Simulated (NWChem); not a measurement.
System: HfF3, doublet; SMILES [F][Hf]([F])[F]

In the optimisation the excess spin sits in a (C3, its own frame). The spin multiplicity was typed, not searched, and may not be the lowest. def2 effective core potentials on Hf; no spin-orbit coupling.

Give the equilibrium geometry at PBE0/def2-SVP with def2 effective core potentials on Hf, spin-unrestricted (NWChem) as a list of bonds and angles, with the point group.

point group D3h; any orientation.
Bond lengths (Å): Hf1–F2 1.908, Hf1–F3 1.908, Hf1–F4 1.908. Angles (°): F2–Hf1–F3 120.0, F2–Hf1–F4 120.0, F3–Hf1–F4 120.0.
